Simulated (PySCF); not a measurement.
Compound: C9H16O.
SMILES with atom numbers: `[CH3:1][O:2][C@@H:3]1[CH2:4][C@H:5]2[CH2:6][C@@H:7]1[C@H:8]([CH3:9])[CH2:10]2`

Structure used (GFN2-xTB), in Å, numbered top down from 1:
```
atom  x, y, z in Å
C1     2.6569    1.2548   -0.5846
O2     1.8263    0.2028   -0.9999
C3     1.2646   -0.5400    0.0583
C4     0.5379   -1.7768   -0.5100
C5    -0.8724   -1.6663    0.0791
C6    -0.5929   -1.0289    1.4393
C7     0.1438    0.1718    0.8505
C8    -0.8633    0.7345   -0.1677
C9    -1.7933    1.7821    0.4329
C10   -1.6099   -0.5334   -0.6391
H11    3.4662    0.8886    0.0607
H12    3.0829    1.6877   -1.4882
H13    2.0988    2.0270   -0.0429
H14    2.0706   -0.8354    0.7511
H15    1.0299   -2.6989   -0.2028
H16    0.5389   -1.7294   -1.5974
H17   -1.4158   -2.6101    0.0883
H18   -1.4968   -0.7538    1.9787
H19    0.0382   -1.6416    2.0813
H20    0.5083    0.9091    1.5647
H21   -0.3219    1.1891   -1.0010
H22   -1.2294    2.6539    0.7605
H23   -2.3327    1.3825    1.2890
H24   -2.5202    2.1067   -0.3089
H25   -2.6553   -0.5026   -0.3278
H26   -1.5805   -0.6510   -1.7213
```

Probes without a nucleus sit at each ring's centroid and 1 Å off its mean plane on both sides; NICS is minus the shielding there, NICSzz its component along the normal. Level: GIAO PBE0/pcSseg-1 (PySCF, non-relativistic, gas phase) on the GFN2-xTB geometry, one conformer.

Ring bond lengths (Å), with Mayer bond orders in brackets: C3–C4 1.543 (1.00), C4–C5 1.532 (1.01), C5–C6 1.528 (0.96), C6–C7 1.527 (0.97), C7–C3 1.546 (0.99); C5–C6 1.528 (0.96), C6–C7 1.527 (0.97), C7–C8 1.539 (0.94), C8–C10 1.545 (0.99), C10–C5 1.531 (1.01).

Problem. Give the NICS values of each ring in ppm.

Solution. 
```json
{"ring": "C3–C4–C5–C6–C7", "type": "5-membered carbocycle; formal bonds all single", "NICS(0)": "-8.6", "NICS(1), two faces": "-8.8 / -5.5", "NICS(1)zz, two faces": "-8.9 / -5.7", "rms pucker (Å)": "0.27", "centre to ring atoms, mean (Å)": "1.26"}
{"ring": "C5–C6–C7–C8–C10", "type": "5-membered carbocycle; formal bonds all single", "NICS(0)": "-8.6", "NICS(1), two faces": "-7.8 / -4.6", "NICS(1)zz, two faces": "-11.3 / -4.8", "rms pucker (Å)": "0.26", "centre to ring atoms, mean (Å)": "1.26"}
```

Problem. What can be read from them?

Solution. 
- C3–C4–C5–C6–C7: mean NICS(1)zz -7.3 ppm, shielded. C3, C4, C5, C6, C7 have four or more neighbours, and the NICS criterion for π rings isn't applied. The two faces differ by 3.2 ppm, so no symmetry operation interchanges them.
- C5–C6–C7–C8–C10: mean NICS(1)zz -8.1 ppm, shielded. C5, C6, C7, C8, C10 have four or more neighbours; no verdict on aromaticity is drawn. The two faces differ by 6.5 ppm, so no symmetry operation interchanges them.

Problem. What is the mean of the two in-plane components of NICS at the first NICS(1) probe listed for ring C5–C6–C7–C8–C10, 1 Å off the ring?

Solution. The isotropic value is a third of the trace: (3 × -7.8 − (-11.3))/2 = -6.0 ppm.
